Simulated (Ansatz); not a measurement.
Total energies of the cluster CdSe2⁻ (the lowest doublet isomer of a short search) from Ansatz at PBE0-D4/def2-TZVPD, gas phase (1 Eh = 27.2114 eV = 2625.5 kJ/mol). The reference geometry is relaxed at PBE0-D4/def2-TZVPD.

Cartesian coordinates in Å:
```
Cd 0.0000 0.0000 0.0000
Se 1.9545 -1.3934 0.2627
Se -1.9545 1.3934 -0.2627
```

```tsv
state	geometry	energy (Eh)
charge -1 doublet	reference	-4970.43051
charge 0 triplet	reference	-4970.31632
charge -1 quartet	relaxed at PBE0-D4/def2-TZVPD	-4970.34729
```

In the def2 sets Cd takes a core potential; there is no spin–orbit coupling.

(1) Work out the vertical ionisation energy to the triplet.

(2) Which of the charge -1 states is lowest, and how far above it are the others?

(1) E(charge 0 triplet) − E(charge -1 doublet) = -4970.31632 − (-4970.43051) = 0.11419 Eh = 3.11 eV. For comparison, −ε of the highest occupied level of the spin that leaves is 1.60 eV at this level, 1.51 eV less.

(2) The doublet. quartet: -4970.34729 − (-4970.43051) = 0.08322 Eh = 218.5 kJ/mol.

The structure comes from a short search, and lower isomers may exist.
